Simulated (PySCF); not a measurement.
fluoromethane (CH$_{3}$F), singlet, at a GFN2-xTB geometry; PySCF with B97M-V/def2-TZVP.

The PySCF input:
```python
from pyscf import gto, scf, dft

mol = gto.M(
    atom='''
C    -0.61381076    0.09837073    0.07127920
F     0.72439532   -0.11609326   -0.08412091
H    -0.86205911   -0.06032531    1.12128664
H    -0.82870216    1.12501025   -0.22731794
H    -1.14593208   -0.61006993   -0.56455569
''',
    basis='def2-tzvp',
    verbose=4,
)

mf = dft.RKS(mol)
mf.xc = 'b97m_v'
mf.grids.atom_grid = (99, 590)
mf.grids.prune = None
mf.kernel()
```

**Question.** Predict the main parts of the log of this PySCF run.

**Answer.** 
```
PySCF version 2.14.0

[INPUT] verbose = 4
[INPUT] num. atoms = 5
[INPUT] num. electrons = 18
[INPUT] charge = 0
[INPUT] spin (= nelec alpha-beta = 2S) = 0
[INPUT] symmetry False subgroup None
[INPUT] Mole.unit = angstrom
[INPUT] Symbol           X                Y                Z      unit          X                Y                Z       unit  Magmom
[INPUT]  1 C     -0.613810760000   0.098370730000   0.071279200000 AA   -1.159934228711   0.185893738374   0.134698166378 Bohr   0.0
[INPUT]  2 F      0.724395320000  -0.116093260000  -0.084120910000 AA    1.368908760717  -0.219384466308  -0.158965481249 Bohr   0.0
[INPUT]  3 H     -0.862059110000  -0.060325310000   1.121286640000 AA   -1.629055621086  -0.113998314279   2.118924656734 Bohr   0.0
[INPUT]  4 H     -0.828702160000   1.125010250000  -0.227317940000 AA   -1.566020121235   2.125961259828  -0.429568649800 Bohr   0.0
[INPUT]  5 H     -1.145932080000  -0.610069930000  -0.564555690000 AA   -2.165497788553  -1.152865084533  -1.066855636165 Bohr   0.0

nuclear repulsion = 37.7337257552363
number of shells = 34
number of NR pGTOs = 116
number of NR cGTOs = 80
basis = def2-tzvp
ecp = {}

******** <class 'pyscf.dft.rks.RKS'> ********
method = RKS
initial guess = minao
damping factor = 0
level_shift factor = 0
DIIS = <class 'pyscf.scf.diis.CDIIS'>
diis_start_cycle = 1
diis_space = 8
diis_damp = 0
SCF conv_tol = 1e-09
SCF conv_tol_grad = None
SCF max_cycles = 50
direct_scf = True
direct_scf_tol = 1e-13
XC library pyscf.dft.libxc version 7.1.2
    S. Lehtola, C. Steigemann, M. J. T. Oliveira, and M. A. L. Marques,  SoftwareX 7, 1–5 (2018)
XC functionals = b97m_v
    N. Mardirossian and M. Head-Gordon,  J. Chem. Phys. 142, 074111 (2015)
radial grids:
    Treutler-Ahlrichs [JCP 102, 346 (1995); DOI:10.1063/1.469408] (M4) radial grids

becke partition: Becke, JCP 88, 2547 (1988); DOI:10.1063/1.454033
pruning grids: None
grids dens level: 3
symmetrized grids: False
atomic radii adjust function: <function treutler_atomic_radii_adjust>
User specified grid scheme (99, 590)
** Following is NLC and NLC Grids **
NLC functional = b97m_v
radial grids:
    Treutler-Ahlrichs [JCP 102, 346 (1995); DOI:10.1063/1.469408] (M4) radial grids

becke partition: Becke, JCP 88, 2547 (1988); DOI:10.1063/1.454033
pruning grids: <function nwchem_prune>
grids dens level: 3
symmetrized grids: False
atomic radii adjust function: <function treutler_atomic_radii_adjust>
small_rho_cutoff = 0
Set gradient conv threshold to 3.16228e-05
Initial guess from minao.
tot grids = 292056
tot grids = 57808
init E= -139.743017799051
  HOMO = -0.393829352493993  LUMO = 0.00850535853408019  gap/eV = 10.94809
cycle= 1 E= -139.73053662478  delta_E= 0.0125  |g|= 0.437  |ddm|= 1.38
  HOMO = -0.217070297351575  LUMO = 0.0437045360472545  gap/eV = 7.09604
cycle= 2 E= -139.685999532443  delta_E= 0.0445  |g|=  0.7  |ddm|= 0.691
  HOMO = -0.309098396337998  LUMO = 0.0429702488045594  gap/eV = 9.58028
cycle= 3 E= -139.760398828571  delta_E= -0.0744  |g|= 0.0481  |ddm|= 0.442
  HOMO = -0.313621729681758  LUMO = 0.0376448224756663  gap/eV = 9.55845
cycle= 4 E= -139.760731839515  delta_E= -0.000333  |g|= 0.025  |ddm|= 0.0367
  HOMO = -0.311420942578257  LUMO = 0.0390568861872254  gap/eV = 9.53699
cycle= 5 E= -139.760875782782  delta_E= -0.000144  |g|= 0.00465  |ddm|= 0.0172
  HOMO = -0.311946939209082  LUMO = 0.0388832826923924  gap/eV = 9.54658
cycle= 6 E= -139.760879857721  delta_E= -4.07e-06  |g|= 0.000223  |ddm|= 0.0028
  HOMO = -0.311904189081414  LUMO = 0.038913958245427  gap/eV = 9.54625
cycle= 7 E= -139.76087986905  delta_E= -1.13e-08  |g|= 3.65e-05  |ddm|= 0.000197
  HOMO = -0.311906471953076  LUMO = 0.0389117620539352  gap/eV = 9.54625
cycle= 8 E= -139.760879869287  delta_E= -2.37e-10  |g|= 5.18e-06  |ddm|= 1.96e-05
  HOMO = -0.311905241973362  LUMO = 0.0389113934390579  gap/eV = 9.54621
Extra cycle  E= -139.76087986928  delta_E= 6.54e-12  |g|= 8.45e-06  |ddm|= 7.72e-06
converged SCF energy = -139.76087986928
```
